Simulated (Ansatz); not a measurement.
One geometry of BiH2(SiH3) (SiBiH5), several levels of theory.

```yaml
crystal:
  periodic: [false, false, false]
  atoms:
    - {symbol: Bi, position_ang: [0.667710, 1.155679, 1.209862]}
    - {symbol: H, position_ang: [2.075305, 1.078573, 0.079080]}
    - {symbol: H, position_ang: [-0.144613, 2.339404, 0.112276]}
    - {symbol: Si, position_ang: [-0.479627, -0.844477, -0.166403]}
    - {symbol: H, position_ang: [-0.440535, -0.617560, -1.642690]}
    - {symbol: H, position_ang: [-1.906855, -0.985661, 0.262901]}
    - {symbol: H, position_ang: [0.228615, -2.125958, 0.144974]}
basis:
  gaussian: {orbitals: def2-TZVP, initial_orbitals: start.molden}
hamiltonian: {xc: {name: LC-wPBE}}
scf: {omitted_lower_state_checks: [starts]}
output: {orbitals: {seedname: orbitals}}
```

The file start.molden holds the orbitals of an earlier run on this structure, at another level or in another basis.

```sh
$ ansatz run in.yaml --threads 4 --pin off --events-out ev --progress --plain --max-ram 3916MiB
```

It prints (some lines left out):

```
Functional definition: LC-wPBE
832 factors; their error is unknown
371 factors; integrals over basis functions are off by at most 1.8e-5 eV
mean field evaluation 1: about -13797.8513 eV, gradient 7.0e0 eV
mean field evaluation 2: about -13797.9498 eV, gradient 1.1e-1 eV
mean field evaluation 4: about -13797.9378 eV, gradient 9.8e-5 eV
mean field -13797.93782477 eV, -507.0648624823 hartree, gradient 1.7e-5 eV, S^2 0.000000; 0 other end points of the search recorded, 0 dependent functions left out
reference -13797.93782478 eV, -507.0648624826 hartree; 21, 21 occupied and 96, 96 virtual orbitals, 832 factors
Total energy: -13797.93782478 eV, -507.0648624826 hartree
Checks for a lower state left out: starts
```

Run time 1.4 s (4 threads of Arm Neoverse N1 on a shared host).

First input, but with `correlation: {method: mp2}` and without the key `hamiltonian` (abridged; 1.1 s):

```
Functional definition: HF
mean field -13752.23548788 eV, -505.3853325797 hartree, gradient 2.0e-6 eV, S^2 0.000000
9 core orbitals not correlated: weight in the atoms' cores, before any rotation towards them, 1.000 or more for the frozen orbitals, at most 0.000 for the correlated occupied ones
second order -15.33783441 eV of doubles, -0.00000000 eV of singles
Total energy: -13767.57332229 eV, -505.9489875977 hartree
Checks for a lower state left out: starts
```

The first input with `gaussian: {orbitals: def2-SVP, initial_orbitals: start.molden}`, `hamiltonian: {xc: pbe0, dispersion: d4}` (abridged; 1 s):

```
Functional definition: PBE0
mean field -13793.00740170 eV, -506.8836727764 hartree, gradient 1.5e-5 eV, S^2 0.000000
Total energy: -13793.12730805 eV, -506.8880792532 hartree
Checks for a lower state left out: starts
```

First input, but with `hamiltonian: {xc: pbe0, dispersion: d4}`, `output: {forces: true, orbitals: {seedname: orbitals}}` and without the key `scf` (abridged; 2.5 s):

```
Functional definition: PBE0
mean field evaluation 16: about -13796.0234 eV, gradient 5.4e-2 eV
mean field -13796.02340230 eV, -506.9945087539 hartree, gradient 2.0e-5 eV, S^2 0.000000; 1 other end points of the search recorded, 0 dependent functions left out
Total energy: -13796.14331516 eV, -506.9989154704 hartree
Atom 0 force    -0.006245    -0.005769    -0.409457 eV/Å
Atom 1 force    -0.169591     0.010251     0.151181 eV/Å
Atom 2 force     0.096443    -0.144284     0.149683 eV/Å
Atom 3 force    -0.004971    -0.006701     0.022551 eV/Å
Atom 4 force     0.002843    -0.014601     0.160120 eV/Å
Atom 5 force     0.151883     0.021988    -0.044645 eV/Å
Atom 6 force    -0.070362     0.139116    -0.029434 eV/Å
Dipole moment:     0.011104     0.016083     0.207415 e Å
```

First input, but with `gaussian: {orbitals: def2-TZVPD, initial_orbitals: start.molden}`, `hamiltonian: {xc: r2scan, dispersion: d4}` (abridged; 3.2 s):

```
Functional definition: r2SCAN
mean field -13801.35217882 eV, -507.1903376791 hartree, gradient 1.2e-5 eV, S^2 0.000000
Total energy: -13801.38339425 eV, -507.1914848249 hartree
Checks for a lower state left out: starts
```

As the first input, with `hamiltonian: {xc: {name: CAM-B3LYP}, dispersion: d4}` (abridged; 1.4 s):

```
Functional definition: CAM-B3LYP
mean field -13798.73259103 eV, -507.0940696036 hartree, gradient 6.6e-5 eV, S^2 0.000000
Total energy: -13798.85736619 eV, -507.0986550060 hartree
Checks for a lower state left out: starts
```

The first input with `hamiltonian: {xc: {name: PBE-QIDH}}` and without the key `output` (abridged; 2.5 s):

```
Functional definition: PBE-QIDH
mean field -13781.64753375 eV, -506.4662053292 hartree, gradient 1.7e-6 eV, S^2 0.000000
9 core orbitals not correlated: weight in the atoms' cores, before any rotation towards them, 1.000 or more for the frozen orbitals, at most 0.000 for the correlated occupied ones
second order -17.18390532 eV of doubles, -0.00000000 eV of singles
Total energy: -13787.37551574 eV, -506.6767047848 hartree
Checks for a lower state left out: starts
```

Geometry: PBE-D4/def2-TZVP.

In the def2 sets Bi takes a core potential; there is no spin–orbit coupling. LC-ωPBE has ω = 0.4 bohr⁻¹. Correlated methods freeze 9 core orbitals; core or outer-core shells of Bi are correlated, in sets that lack core-valence functions.
